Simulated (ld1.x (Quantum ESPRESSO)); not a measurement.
## Pseudopotential generation for Cr: PAW, PBEsol, scalar-relativistic.

Cr (Z = 24), PAW, made with ld1.x (Quantum ESPRESSO) 7.5 (PBEsol, scalar-relativistic). Core [Ne] 3s2, reference 3p6 3d6 4s0 4p0. Waves: 4s (bound, empty): rcut 2.25, rcutus 2.45 bohr; 4s channel at 4.15 Ry: rcut 2.25, rcutus 2.45 bohr; 3p (bound): rcut 1.35, rcutus 1.50 bohr; 4p (bound, empty): rcut 1.35, rcutus 1.50 bohr; 3d (bound): rcut 1.50, rcutus 1.90 bohr; 3d channel at 0.85 Ry: rcut 1.50, rcutus 1.90 bohr. Local part: all-electron potential smoothed inside 1.60 bohr (lloc = -1). Core correction: Bessel-smoothed model core inside 1.40 bohr. Augmentation charge: BG, radius 1.30 bohr.

All-electron outer shells of the reference configuration (PBEsol, scalar-relativistic, ld1.x):

```csv
shell,level (eV),outermost node (bohr),outermost maximum (bohr)
2p,-557.88,–,0.20
3s,-71.51,0.36,0.78
3p,-43.17,0.33,0.80
4s,-3.53,1.13,2.85
3d,-1.31,–,0.85
4p,-0.79,1.26,4.25
```

What the tests gave:

- Configuration tests: test run stopped at test 1 of 7 (negative rho)
- Lowest eigenvalue of the overlap operator: -0.13 (s channel); it is negative, so in a basis up to 400 Ry S is not positive definite and the file is unfit for use

The ghost test of this file was not conclusive. Its overlap operator is not positive definite in a basis up to 400 Ry (lowest eigenvalue s -0.13), so the file is unfit for use: the generalised eigenproblem breaks down once the basis is large enough, and its test numbers describe a broken file.

Generation and tests took about 1.4 s on one core of a shared server CPU.
